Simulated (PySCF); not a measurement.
## Correlation energy of Te⁺ (tellurium, charge +1)

[Kr] 4d10 5s2 5p3, high-spin 4S determinant. Calculation: PySCF 2.14, in x2c-TZVPPall with one added diffuse shell each of s, p, d, f type (9s7p5d3f, 76 functions); scalar relativity by spin-free X2C-1e. Frozen: [Ar] 3d10; 23 electrons correlated.

| level | correlation energy (mhartree) |
| --- | --- |
| CCSD | -490.56 |
| (T) | -8.29 |
| CCSD(T) | -498.85 |

Diagnostics: T1 = 0.0050, D1 = 0.0167, largest double amplitude 0.036.

Problem. Is a single reference adequate?

Solution. Yes, within this model without spin-orbit coupling: T1 lies below 0.03 and no double amplitude reaches 0.07.

This basis was not built for core-valence correlation, so the inner-shell part is incomplete.
